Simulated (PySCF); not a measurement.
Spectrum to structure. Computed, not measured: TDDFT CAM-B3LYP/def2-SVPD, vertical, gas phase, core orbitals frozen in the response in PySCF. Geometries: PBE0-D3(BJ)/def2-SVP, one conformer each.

```tsv
state	λ (nm)	f
S1	235.2	0.130
S2	200.4	0.023
S3	196.6	0.014
S4	193.3	0.130
S5	183.8	0.0038
S6	180.1	0.0036
S7	177.6	0.016
S8	176.3	0.062
S9	171.8	0.094
S10	163.5	0.033
```

Question: Which structure fits? All have the formula C5H11Al.
A. `C[C]1([AlH2])CCC1`
B. `C=C[CH2][AlH][CH2]C`
C. `[CH]([AlH][CH](C)C)=C`

Answer: B. Its S1, at 5.27 eV, is the highest among the candidates; the nearest of the others has S1 at 4.64 eV. S1 is HOMO→LUMO (95%). Löwdin shares by element: HOMO carbon 70% or more, aluminium 13% (atoms not listed hold the other 16%); LUMO carbon 63% or more, aluminium 13% (atoms not listed hold the other 24%). At the same level the other candidates give, for their lowest levels:
- `C=[CH][AlH][CH](C)C`: 267 nm (f 0.000); 235 nm (f 0.001); 202 nm (f 0.237); 192 nm (f 0.018); 186 nm (f 0.004); T1 3.98 eV; HOMO -8.41, LUMO -0.39 eV
- `C[C]1([AlH2])CCC1`: 277 nm (f 0.001); 227 nm (f 0.000); 190 nm (f 0.000); 186 nm (f 0.001); 184 nm (f 0.007); T1 4.19 eV; HOMO -8.34, LUMO -0.47 eV

Conformer computed: `[CH2:1]=[CH:2][CH2:3][AlH:4][CH2:5][CH3:6]`: C1–C2–C3–Al4 -58°, C2–C3–Al4–C5 -82°, C3–Al4–C5–C6 145°.
Triplets come from the Tamm–Dancoff approximation.
